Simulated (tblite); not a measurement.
C2H11N3O3Si2.
SMILES with atom numbers: `[CH3:1][C:2](=[O:3])[O:4][Si@H:5]([OH:6])[NH:7][SiH:8]([NH2:9])[NH2:10]` (hydrogens: H11, H12, H13 on C1; H14 on Si5; H15 on O6; H16 on N7; H17 on Si8; H18, H19 on N9; H20, H21 on N10)

Computed geometry: GFN2-xTB, gas phase.

What internal coordinates does the optimisation give?

```tsv
bond	length (Å)
C1–C2	1.506
C2=O3	1.208
C2–O4	1.313
O4–Si5	1.679
Si5–O6	1.619
Si5–N7	1.699
N7–Si8	1.743
Si8–N9	1.726
Si8–N10	1.724
C1–H11, C1–H12, C1–H13	1.087
Si5–H14	1.462
O6–H15	0.960
N7–H16	1.004
Si8–H17	1.460
N9–H18, N9–H19	1.008
N10–H20, N10–H21	1.006
```

Bonds in one row agree within 0.01 Å and their mean is given. A selection of angles:
```tsv
angle	degrees
C1–C2–O3	123.7
C1–C2–O4	113.2
O3–C2–O4	123.1
C2–O4–Si5	121.6
O4–Si5–O6	112.2
O4–Si5–N7	103.5
O6–Si5–N7	110.1
Si5–N7–Si8	124.2
N7–Si8–N9	111.6
N7–Si8–N10	104.5
N9–Si8–N10	114.9
H15–O6–Si5	115.6
H16–N7–Si5	118.4
H16–N7–Si8	117.4
H18–N9–Si8	117.8
```

Torsions: C1–C2–O4–Si5 179° (antiperiplanar); C2–O4–Si5–O6 -39° (synclinal); O4–Si5–N7–Si8 166° (antiperiplanar); Si5–N7–Si8–N9 12° (synperiplanar); H15–O6–Si5–O4 39° (synclinal).

Of the pairs four or more bonds apart, those above aside, O3···O6 is among the closest relative to their van der Waals radii: 2.83 Å, 93 % of the sum of Bondi's values. The 4 N–Si bonds span 1.699 Å (Si5–N7, drawn single) to 1.743 Å (N7–Si8, drawn single), a spread of 0.044 Å. The C–O distances run from 1.208 Å (C2=O3, drawn double) to 1.313 Å (C2–O4, drawn single), a spread of 0.105 Å. Si5 (oxygen-bound silicon) is distorted tetrahedral (angles from 103.5° to 114.9°). N10 (silicon-bound nitrogen) is pyramidal (angles 118.6°, 117.1° and 109.8°, sum 345.5°, 0.26 Å off the plane of its three neighbours). Si8 (SiH silicon) is distorted tetrahedral (angles from 104.5° to 114.9°). The O–Si distances run from 1.619 Å (Si5–O6, drawn single) to 1.679 Å (O4–Si5, drawn single), a spread of 0.060 Å.

Point group: C1 (no symmetry element, even within 0.4 Å). Its GFN2-xTB frequencies are all real (lowest 24 cm⁻¹). The numbers are those of one conformer (C1–C2–O4–Si5 179°, C2–O4–Si5–O6 -39°, O4–Si5–O6–H 39°, O4–Si5–N7–Si8 166°, Si5–N7–Si8–N9 12°). 3 starts were optimised and ended at 0.00, 0.73 and 1.17 kcal/mol (GFN2-xTB); the lowest of these is shown.

On an Arm Neoverse V1 with one thread, shared host, this took 3.3 s. This is the geometry optimisation.
